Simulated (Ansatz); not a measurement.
BnHm: PBE-D4/def2-TZVP single points in Ansatz on relaxed structures, gas phase. Each cluster is the lowest isomer that a short search found in that spin, judged at the geometry's level, and lower ones may exist. HOMO and LUMO are taken over both spins. Binding counts from free atoms in the multiplicity of their measured ground term, without zero-point energy. The spins of the ions were chosen, not always searched. A dash marks a value that wasn't run or was left out as unsound. The structures are stationary points that may keep the symmetry of their start. Remarks come from the PBE and PBE0 runs and from stability tests at other levels; not every state was tested.

| species | atoms | state | geometry | HOMO (eV) | LUMO (eV) | gap (eV) | vertical IE (eV) | binding per atom (eV) | lowest of the spins relaxed | point group (within 0.1 Å) | remarks |
| --- | --- | --- | --- | --- | --- | --- | --- | --- | --- | --- | --- |
| B3H2 | 5 | doublet; oxidised ion triplet | r2SCAN-D4/def2-TZVP | -6.34 | -5.64 | 0.70 | 9.56 | 3.47 | doublet, of doublet/quartet | C2v | – |
| B2H3 | 5 | doublet; oxidised ion singlet | B3LYP-D4/def2-TZVP | -5.53 | -3.97 | 1.55 | 9.10 | 3.22 | doublet, of doublet/quartet | C2v | – |
| B4H3 | 7 | doublet; oxidised ion singlet | B3LYP-D4/def2-TZVP | -6.32 | -5.21 | 1.11 | – | 3.89 | – | C2v | restricted SCF unstable in HF (+1 singlet) |
| B6H2 | 8 | singlet | PBE0-D4/def2-SVP | -6.24 | -5.38 | 0.86 | 9.06 | 4.32 | – | C2h | restricted SCF unstable in HF |
| B5H3 | 8 | singlet | PBE-D4/def2-SVP | -6.36 | -4.24 | 2.12 | 9.33 | 4.13 | – | Cs | – |
| B3H6 | 9 | doublet; oxidised ion singlet | PBE-D4/def2-TZVP | -5.01 | -3.79 | 1.22 | 8.14 | 3.39 | – | C2v | – |
| B7H13 | 20 | singlet | B3LYP-D4/def2-SVP | -6.81 | -2.72 | 4.09 | – | 3.73 | – | – | – |
| B8H14 | 22 | singlet | r2SCAN-D4/def2-SVP | -7.25 | -2.42 | 4.83 | – | 3.80 | – | Cs | – |

The gap (eV) runs from 0.70 (B3H2) to 4.83 (B8H14). The vertical IE (eV) runs from 8.14 (B3H6) to 9.56 (B3H2). The binding per atom (eV) runs from 3.22 (B2H3) to 4.32 (B6H2).
